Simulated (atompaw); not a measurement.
Before and after: PAW (atompaw) potential for cobalt (Co)

```json
{
  "Element": "cobalt (Co)",
  "Generator": "atompaw 4.2.0.5",
  "Type": "PAW",
  "Functional": "PBEsol",
  "Relativity": "scalar-relativistic",
  "Frozen core": "[Ne] 3s2",
  "Valence charge": "15",
  "Reference configuration": "3p6 3d7 4s1.75 4p0.25",
  "Partial waves": "4s (bound): rc 2.65 bohr; 4s channel at 0.25 Ry: rc 2.65 bohr; 3p (bound): rc 1.15 bohr; 4p (bound): rc 2.65 bohr; 3d (bound): rc 1.90 bohr; 3d channel at 2.4 Ry: rc 1.90 bohr",
  "Local potential": "bessel scheme, radius 2.00 bohr",
  "Core correction": "smooth core density matched at 1.45 bohr",
  "Augmentation charge": "sinc compensation charge, radius 2.10 bohr; PAW radius 2.65 bohr; waves and projectors: custom polynom vanderbiltortho"
}
```

All-electron outer shells of the reference configuration (PBEsol, scalar-relativistic, ld1.x):

| shell | level (eV) | outermost node (bohr) | outermost maximum (bohr) |
| --- | --- | --- | --- |
| 2p | -769.93 | – | 0.17 |
| 3s | -102.63 | 0.31 | 0.66 |
| 3p | -66.01 | 0.28 | 0.68 |
| 3d | -8.71 | – | 0.66 |
| 4s | -5.81 | 0.96 | 2.29 |
| 4p | -1.49 | 1.05 | 3.17 |

Change: wave 3p (bound): rc 1.15 bohr becomes 3p (bound): rc 1.78 bohr.

Cutoffs: the cutoffs (Ry, on a coarse ladder) from which the occupation-weighted sum of valence levels, in a spherical-Bessel basis at the reference potential, stays within 10 and 1 mRy of its value at 400 Ry; they do not see the model core or the augmentation charge, which bear on the density cutoff.

Task: What does the change do?

Result: The potential gets softer (80 Ry and 110 Ry → 40 Ry and 70 Ry); neither file shows a bound ghost.

| quantity | base | changed |
| --- | --- | --- |
| cutoff, loose | 80 Ry | 40 Ry |
| cutoff, tight | 110 Ry | 70 Ry |
| loose cutoff by channel (10 mRy a level) | s 6 Ry, p 50 Ry, d 25 Ry | s 6 Ry, p 21 Ry, d 25 Ry |
| bound ghosts | none | none |
| s: phases at 2.67 bohr within 0.05 rad from the reference energy up to (Ry; the scan ends near 5) | 3.5 | 3.5 |
| p: phases at 2.67 bohr within 0.05 rad from the reference energy up to (Ry; the scan ends near 5) | 4.2 | 3.5 |
| d: phases at 2.67 bohr within 0.05 rad from the reference energy up to (Ry; the scan ends near 5) | to the end of the scan | to the end of the scan |
| lowest overlap eigenvalue by channel | s 0.17, p 0.61, d 0.97 | s 0.17, p 0.74, d 0.97 |

 The cutoffs see the waves, projectors and local potential, not the compensation charge or the core.
